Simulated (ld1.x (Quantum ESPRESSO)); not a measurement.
**Reading a pseudo-wave (scandium (Sc))**

Columns: radius, all-electron u(r) and pseudo u(r) of the 3p shell (level -33.62 eV) of scandium in the configuration [Ne] 3s2 3p6 3d1 4s2 4p0; PBE, scalar-relativistic, TM scheme, ld1.x (Quantum ESPRESSO) 7.5.

```csv
r (bohr),all-electron,pseudo
0.098,0.3532,-0.0274
0.195,0.5013,-0.1051
0.292,0.3263,-0.2243
0.390,0.0087,-0.3727
0.488,-0.3172,-0.5320
0.585,-0.5865,-0.6827
0.682,-0.7845,-0.8113
0.780,-0.9126,-0.9078
0.878,-0.9785,-0.9655
0.975,-0.9956,-0.9848
1.072,-0.9777,-0.9717
1.170,-0.9352,-0.9330
1.268,-0.8773,-0.8769
1.365,-0.8115,-0.8117
1.463,-0.7414,-0.7416
1.560,-0.6719,-0.6720
1.658,-0.6038,-0.6038
1.755,-0.5401,-0.5401
1.852,-0.4807,-0.4807
1.950,-0.4256,-0.4256
2.047,-0.3761,-0.3761
2.145,-0.3310,-0.3310
2.242,-0.2909,-0.2909
2.340,-0.2549,-0.2549
2.438,-0.2230,-0.2230
2.535,-0.1951,-0.1951
```

How many radial nodes do the two functions have?

The all-electron 3p function has n − l − 1 = 1; the pseudo-wave has 0, since the states of the same l below it are removed with the core.

Is the pseudo-wave norm-conserving?

Yes: the TM scheme keeps the norm inside the radius equal to the all-electron one, which fixes the energy derivative of the logarithmic derivative at the level.
